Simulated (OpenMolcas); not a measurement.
**Levels of W³⁺ by method**

- Program: OpenMolcas
- Basis: ANO-RCC-VTZP [8s7p5d3f2g1h]
- Scalar Hamiltonian: DKH2, point nucleus
- Active space: 3 electrons in 10 orbitals (5d 6d)
- State averaging: 2S+1 = 4 even, 10 roots; 2S+1 = 2 even, 40 roots
- Spin-orbit coupling: state interaction with AMFI integrals over the reference wave functions, term energies averaged over their components

Methods on the same reference wave functions:
A. CASSCF
B. SS-CASPT2, IPEA 0.25 Eh, imaginary shift 0.1 Eh (closed shells correlated: 5s 5p)
C. MS-CASPT2, IPEA 0.25 Eh, imaginary shift 0.1 Eh (closed shells correlated: 5s 5p)
D. XMS-CASPT2, IPEA 0.25 Eh, imaginary shift 0.1 Eh (closed shells correlated: 5s 5p)

Energies in eV above 5d³ ⁴F_3/2, the measured ground level; measured values from the list in J. Phys. B 45, 035001 (2012).

| Level | A | B | C | D | Measured |
| --- | --- | --- | --- | --- | --- |
| 5d³ ⁴F_3/2 | 0.0000 | 0.0000 | 0.0000 | 0.0000 | 0.0000 |
| 5d³ ⁴F_5/2 | 0.4206 | 0.455 | 0.457 | 0.451 | 0.4386 |
| 5d³ ⁴F_7/2 | 0.8388 | 0.867 | 0.870 | 0.865 | 0.8362 |
| 5d³ ⁴F_9/2 [74 %] | 1.2048 | 1.197 | 1.200 | 1.203 | 1.1476 |
| 5d³ ²G_7/2 | 2.1969 | 1.991 | 1.994 | 2.030 | 1.8921 |
| 5d³ ²H_9/2 [52 %] | 2.2676 | 2.133 | 2.135 | 2.150 |  |
| 5d³ ⁴P_5/2 | 2.4138 | 2.252 | 2.250 | 2.247 | 2.1313 |
| 5d³ ²H_11/2 | 3.0958 | 2.948 | 2.951 | 2.961 | 2.7553 |
| 5d³ ²G_9/2 [50 %] | 3.3350 | 3.161 | 3.163 | 3.188 |  |
| 5d³ ²D_5/2(1) | 3.3940 | 3.026 | 3.043 | 3.088 | 2.8227 |
| 5d³ ²F_7/2 | 4.2967 | 3.812 | 3.815 | 3.842 | 3.5227 |
| 5d³ ²F_5/2 | 4.3135 | 3.814 | 3.820 | 3.840 | 3.4638 |
| 5d³ ²D_5/2(2) | 6.4293 | 5.817 | 5.806 | 5.774 | 5.3669 |
| 5d³ ²D_3/2(2) | 6.4438 | 5.813 | 5.832 | 5.792 |  |

Deviations, from unrounded energies. A percentage is the sum of absolute deviations over the sum of measured energies, with the sign that they share, or ± where signs differ.

```
                        Against measurement  Levels      A     B     C     D
             mean absolute deviation (cm-1)      10   3400  1500  1500  1600
      fine structure of the ground term (%)       3   ±3.2  +4.0  +4.3  +4.0
other terms of the ground configuration (%)       7  +19.1  +7.8  +7.8  +8.3
```

B, C lie about equally close to measurement and A furthest from it. The largest miss of B in the table is 5d³ ²D_5/2(2), by +3600 cm-1. The ranking rests on the paired levels alone, and a cruder setting can come out closer through cancelling errors.

Among B to D the level of the table that moves most is 5d³ ²D_5/2(1), by 500 cm-1 (lowest in B, highest in D). Moves below CASPT2's spread within the term are not significant.

The mean deviations of B to D differ by less than CASPT2's widest spread within a term (710 cm-1), so their order carries little weight.

From A to B the spin-free energies of the other terms of 5d³ shown, above ⁴F, scale by factors of 0.80 to 0.90, as is usual when dynamic correlation screens the repulsion within a d or f shell.

The lowest spin-free term lies below A's lowest term by 0.239 hartree in B, 0.239 hartree in C, 0.241 hartree in D.

CASPT2 does not keep the components of a term degenerate, so their means are used; among the terms shown or strongly mixed into the levels shown the widest spread is 710 cm-1 (5d³ ⁴F, D). Over all roots computed the reference weight is 0.90 to 0.96 in B, 0.90 to 0.96 in C, 0.90 to 0.96 in D; the roots of lowest weight are the least certain, and an intruder state may touch them. Active for correlation alone: 6d; no level in the range computed is led by a configuration that fills it, so any true level of that kind is missing. Without dynamic correlation excited terms often stand tens of per cent too high (terms of higher spin than the ground term too low), and those without a measured partner can miss by more than the paired ones (holds for A). Some levels mix across a computed gap that differs much from the measured one, so their mixing is not that of the real levels (holds for A). The CASPT2 spread within a term exceeds the gap to the next term for 5d³ ²D(1) and 5d³ ²H, so the order of their levels is uncertain (holds for D). Measured partners are found by configuration, term and J. A level has none where our copy of the source lacks it or the pairing is in doubt (some pairs that miss far off the trend of their configuration count as doubtful), and it then counts in no deviation. Levels of configurations outside the active space are missing. Levels that lie high or do not pair safely by name in every column are left out.

A share in square brackets marks a mixed level and gives the weight of the term that names it, the lowest over the columns. A number in round brackets counts repeated terms of one configuration in the order of the reference energies.
